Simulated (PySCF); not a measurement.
Ni⁺: excitation energy

Ni⁺ [Ar] 3d9 (2D) → Ni⁺ [Ar] 3d8 4s1, s spin flipped, as a difference of total energies. All numbers are calculated (PySCF 2.14, the spin-free X2C one-electron Hamiltonian (Gaussian nucleus), in x2c-TZVPPall with one added diffuse shell each of s, p, d, f type (7s6p5d3f1g, 80 functions)). Correlated levels: valence: [Ar] frozen. The calculations carry no spin-orbit coupling.

| method | excitation energy (eV) |
| --- | --- |
| UHF | -0.690 |
| MP2 (valence) | 1.764 |
| SCS-MP2 (valence) | 1.515 |

**Question.** How much does correlation contribute at MP2 (valence)?

**Answer.** 1.764 − (-0.690) = 2.454 eV, measured against UHF.

The upper determinant mixes two multiplicities, so it lies between the two terms.
